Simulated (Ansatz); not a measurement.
`[CH3][Y]([OH])[OH]` and `[OH][Y]([OH])[Cl]` differ in one atom or group.

Ansatz, PBE0-D4/def2-TZVP geometries, multiplicity 1. Each molecule was computed in one conformer, which needn't be the lowest.

Elements past krypton have def2 core potentials.

| property | `[CH3][Y]([OH])[OH]` |
| --- | --- |
| size of the dipole moment (PBE/def2-TZVPP) / D | 2.31 |
| HOMO–LUMO gap (B3LYP/def2-TZVPP) / eV | 4.16 |
| LUMO energy (B3LYP/def2-TZVPP) / eV | -1.85 |
| LUMO energy (PBE/def2-TZVPP) / eV | -2.25 |
| HOMO energy (PBE/def2-TZVPP) / eV | -4.99 |
| LUMO energy (PBE0/def2-TZVPP) / eV | -1.49 |

What does the change do to each property? (Estimate.)

The calculation gave: 
```tsv
property	`[OH][Y]([OH])[Cl]`	shift
size of the dipole moment (PBE/def2-TZVPP) / D	3.50	1.19
HOMO–LUMO gap (B3LYP/def2-TZVPP) / eV	5.78	1.62
LUMO energy (B3LYP/def2-TZVPP) / eV	-2.19	-0.34
LUMO energy (PBE/def2-TZVPP) / eV	-2.61	-0.36
HOMO energy (PBE/def2-TZVPP) / eV	-6.81	-1.82
LUMO energy (PBE0/def2-TZVPP) / eV	-1.84	-0.35
```

With PBE0 the HOMO falls by 2.02 eV and the LUMO falls by 0.35 eV, so the gap widens by about 1.67 eV. PBE moves the HOMO by -1.82 eV and ωB97M-V by -2.04 eV. The zero-point energy changes by -84.0 kJ/mol with -9 modes. Dipoles are sizes alone; their direction can turn.

B3LYP here is the variant with VWN-RPA as its local correlation; programs differ in this.
